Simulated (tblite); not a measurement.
C₇H₁₃Ga.
Bonds: C1–C2 (double), C2–Ga3, C2–C4, C4–C5, C5–C6, C6–C7, C7–C8, C4–C8. Hydrogens: H9, H10 on C1; H11, H12 on Ga3; H13 on C4; H14, H15 on C5; H16, H17 on C6; H18, H19 on C7; H20, H21 on C8.

Computed with GFN2-xTB (tblite), gas phase: L-BFGS steps from a force-field or distance-geometry start until the largest atomic force falls under 0.01 eV/Å.

Step 99: E = -619.3493 eV
```
atom  x, y, z in Å  |  force x, y, z in eV/Å
C1      1.9168   -1.6782    0.4691    0.021  -0.004  -0.002
C2      1.4691   -0.4348    0.3378    0.010   0.098   0.037
Ga3     2.4907    1.0005    1.3386   -0.012  -0.055  -0.025
C4      0.2802   -0.0294   -0.4904   -0.005   0.001   0.015
C5     -0.7998   -1.0987   -0.6863   -0.012   0.009  -0.013
C6     -2.0302   -0.2848   -1.0710   -0.037   0.016   0.001
C7     -1.9717    0.9323   -0.1397    0.008  -0.007   0.003
C8     -0.4781    1.1434    0.1684   -0.008   0.019   0.002
H9      2.7742   -1.8791    1.1067    0.025   0.020  -0.021
H10     1.4856   -2.5370   -0.0276   -0.018   0.004   0.034
H11     3.7516    0.5319    2.1825   -0.012  -0.008   0.003
H12     2.2304    2.5681    1.2990   -0.021  -0.042   0.005
H13     0.6564    0.2860   -1.4718   -0.062   0.006  -0.021
H14    -0.5378   -1.8330   -1.4462    0.026  -0.010   0.026
H15    -0.9744   -1.6087    0.2627    0.007  -0.042  -0.017
H16    -1.9575    0.0285   -2.1146    0.040   0.026   0.032
H17    -2.9555   -0.8492   -0.9579    0.004   0.011   0.026
H18    -2.5162    0.7221    0.7837    0.011   0.011  -0.076
H19    -2.4234    1.8106   -0.6016    0.022  -0.025   0.029
H20    -0.1123    2.1068   -0.1971    0.009  -0.020  -0.024
H21    -0.3071    1.1199    1.2553    0.006  -0.008  -0.013
```

Step 100: E = -619.3513 eV
```
atom  x, y, z in Å  |  force x, y, z in eV/Å
C1      1.9233   -1.6725    0.4540    0.011   0.015  -0.022
C2      1.4741   -0.4273    0.3290   -0.004  -0.062   0.027
Ga3     2.4831    0.9939    1.3527    0.007   0.007  -0.017
C4      0.2794   -0.0306   -0.4947    0.012   0.005  -0.006
C5     -0.8021   -1.1021   -0.6760    0.002   0.015   0.019
C6     -2.0316   -0.2890   -1.0650   -0.010   0.042   0.007
C7     -1.9667    0.9390   -0.1480   -0.059   0.004   0.003
C8     -0.4742    1.1454    0.1605   -0.012   0.002   0.002
H9      2.7840   -1.8759    1.0875    0.009   0.024  -0.026
H10     1.4926   -2.5305   -0.0481    0.007   0.056   0.061
H11     3.7477    0.5247    2.1900   -0.018  -0.011   0.001
H12     2.2066    2.5609    1.3370   -0.013  -0.058   0.008
H13     0.6483    0.2816   -1.4797   -0.063  -0.017  -0.033
H14    -0.5443   -1.8505   -1.4236    0.028   0.021  -0.001
H15    -0.9742   -1.6017    0.2795    0.004  -0.022  -0.011
H16    -1.9588    0.0192   -2.1097    0.024  -0.011   0.010
H17    -2.9573   -0.8502   -0.9416   -0.003   0.017   0.006
H18    -2.5154    0.7428    0.7748    0.007   0.000  -0.035
H19    -2.4174    1.8146   -0.6184    0.054  -0.047   0.021
H20    -0.1039    2.1051   -0.2073    0.019   0.013  -0.021
H21    -0.3022    1.1200    1.2467   -0.003   0.007   0.009
```

Step 101: E = -619.3524 eV
```
atom  x, y, z in Å  |  force x, y, z in eV/Å
C1      1.9308   -1.6661    0.4452    0.035   0.000  -0.012
C2      1.4760   -0.4233    0.3229   -0.020  -0.044   0.022
Ga3     2.4760    0.9902    1.3629    0.029  -0.010  -0.013
C4      0.2786   -0.0319   -0.4989    0.006   0.015   0.003
C5     -0.8030   -1.1044   -0.6720    0.000   0.038   0.017
C6     -2.0352   -0.2928   -1.0562   -0.021   0.032  -0.006
C7     -1.9659    0.9448   -0.1529   -0.049   0.012   0.009
C8     -0.4725    1.1458    0.1550   -0.006   0.013   0.002
H9      2.7938   -1.8662    1.0763    0.013   0.020  -0.015
H10     1.5045   -2.5241   -0.0580   -0.006   0.022   0.039
H11     3.7357    0.5100    2.2038   -0.029  -0.005  -0.006
H12     2.2003    2.5540    1.3561   -0.016  -0.027   0.011
H13     0.6432    0.2799   -1.4852   -0.058  -0.031  -0.048
H14    -0.5494   -1.8541   -1.4188    0.033   0.014  -0.026
H15    -0.9689   -1.6038    0.2834   -0.002  -0.025   0.027
H16    -1.9688    0.0089   -2.1028    0.015  -0.024  -0.010
H17    -2.9600   -0.8532   -0.9215    0.003   0.022  -0.003
H18    -2.5182    0.7642    0.7710    0.012   0.001  -0.035
H19    -2.4101    1.8173   -0.6366    0.062  -0.061   0.036
H20    -0.0967    2.1025   -0.2151    0.008   0.022  -0.006
H21    -0.2992    1.1194    1.2409   -0.011   0.016   0.016
```

Problem. Estimate the geometry and energy of step 102. (The exact step hangs on the optimiser's Hessian estimate; all steps are aligned on step 101, rigid shifts and turns removed.)

Solution. E = -619.3534 eV, largest force 0.081 eV/Å
```
atom  x, y, z in Å  |  force x, y, z in eV/Å
C1      1.9410   -1.6605    0.4315    0.028   0.001  -0.015
C2      1.4775   -0.4201    0.3179   -0.025  -0.051   0.005
Ga3     2.4713    0.9841    1.3741    0.013   0.004  -0.014
C4      0.2773   -0.0328   -0.5020   -0.004   0.014   0.004
C5     -0.8051   -1.1070   -0.6638    0.004   0.030   0.024
C6     -2.0389   -0.2963   -1.0470   -0.009   0.017  -0.018
C7     -1.9657    0.9517   -0.1586   -0.003  -0.010   0.004
C8     -0.4713    1.1483    0.1484    0.005   0.009   0.005
H9      2.8054   -1.8580    1.0611    0.023   0.015  -0.005
H10     1.5213   -2.5185   -0.0765   -0.010   0.017   0.032
H11     3.7226    0.4957    2.2193   -0.017  -0.008  -0.003
H12     2.1904    2.5464    1.3820   -0.012  -0.022   0.012
H13     0.6361    0.2753   -1.4919   -0.055  -0.047  -0.037
H14    -0.5555   -1.8618   -1.4080    0.025   0.039  -0.012
H15    -0.9655   -1.6033    0.2952   -0.002  -0.004   0.010
H16    -1.9753   -0.0033   -2.0962    0.005  -0.034  -0.019
H17    -2.9633   -0.8546   -0.9036   -0.003   0.020  -0.005
H18    -2.5215    0.7879    0.7656    0.008  -0.003  -0.020
H19    -2.4020    1.8188   -0.6567    0.044  -0.034   0.030
H20    -0.0904    2.1016   -0.2255   -0.002   0.026   0.006
H21    -0.2973    1.1231    1.2342   -0.014   0.021   0.015
```

The energy changes by -0.0010 eV. The first-order estimate −F·Δx gives -0.0013 eV and the mean of the old and new forces, exact on a quadratic surface, -0.0010 eV. The step makes an angle of 85° with the force vector and moves no atom by more than 0.029 Å.

What follows is the cost of the whole relaxation. Time: 3.5 s wall. Hardware: Arm Neoverse N1, one thread, shared host.
